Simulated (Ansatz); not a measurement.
The cluster Cd₂O₂⁻ was relaxed with PBE0-D4 (def2-TZVPD) in Ansatz in these states: charge -1 doublet, charge -1 quartet. The geometries follow in no particular order.

In the def2 sets Cd takes a core potential; there is no spin–orbit coupling.

A:

| atom | x (Å) | y (Å) | z (Å) |
| --- | --- | --- | --- |
| Cd1 | 1.680 | -1.856 | -0.227 |
| Cd2 | -0.326 | 0.545 | -0.594 |
| O3 | 0.414 | -0.756 | 0.975 |
| O4 | -1.768 | 2.067 | -0.155 |

B:

Cartesian coordinates in Å:
```
Cd 1.297 -0.180 -2.447
Cd -0.412 0.082 0.797
O 0.066 -0.863 -0.814
O -0.951 0.961 2.463
```

**Question.** Judge from the bond lengths which geometry belongs to which state (an estimate).

**Answer.** A is the charge -1 quartet (Cd2–O3 2.169 Å, Cd2–O4 2.142 Å, Cd1–O3 2.064 Å); B is the charge -1 doublet (Cd2–O3 1.928 Å, Cd2–O4 1.960 Å, Cd1–O3 2.156 Å).
